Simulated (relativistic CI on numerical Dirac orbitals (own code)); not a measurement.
# Kr2+: what numerical and physical settings do to a radial Dirac CI calculation

Reference input:

```
atom Kr  Z=36  charge=2  electrons=34
nucleus A=84  rms_radius_fm=4.1884
hamiltonian dirac-coulomb  breit=on  qed=on  c_scale=1
orbitals kli  potential=per-configuration
slater_scale 1
correlation none
mixing on
grid step=0.0125 r_max=49.7
scf mixing=0.4 start=green max_iterations=150 tolerance=2e-08 node_fill=0.05
configurations
  [Ar] 3d10 4s2 4p4
  [Ar] 3d10 4s 4p5
  [Ar] 3d10 4s2 4p3 4d
end
```

Computed lowest total energy -2785.13508 Ha, first excitation 4476.0 cm⁻¹, 33 SCF steps. Runs with settings changed; * marks those that are bad on purpose:

| Changed | Outcome | Lowest level | ΔE (Ha) | First excitation (cm⁻¹) | SCF steps | Message |
| --- | --- | --- | --- | --- | --- | --- |
| SCF mixing 0.2 | converged | 4s2 4p4 3P_2 | -6.28e-10 | 4476.0 | 36 |  |
| nuclear radius 4.6072 fm | converged | 4s2 4p4 3P_2 | 0.00471 | 4476.0 | 33 |  |
| grid step 0.008, Breit term off, Slater scale 1.2 | converged | 4s2 4p4 3P_2 | -1.43 | 4503.1 | 33 |  |
| grid step 0.008 | converged | 4s2 4p4 3P_2 | -5.44e-05 | 4476.0 | 33 |  |
| nuclear radius 418.84 fm * | converged | 4s2 4p4 3P_2 | 102 | 4306.8 | 33 |  |
| end of the grid at 12.43 bohr * | not converged |  |  |  | 33 | orbital 4d3/2 not found |

With so few configurations and no correlation, terms lie too far apart (by 10 to 50 % near neutrality), their order can be wrong, and levels of other configurations are missing.
